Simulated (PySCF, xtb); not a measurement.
H4O, SMILES [OH4+2], charge +2.

GFN2-xTB (xtb) at its own geometry gives an orbital gap of 14.02 eV.

The structure is a stationary point at r2SCAN-D4/def2-TZVPD.

Q: What does PBE/def2-TZVPD run with PySCF give? (The exact figures need the calculation; the answer reports its results.)

A: gap 16.81 eV (levels -33.79 and -16.98 eV).
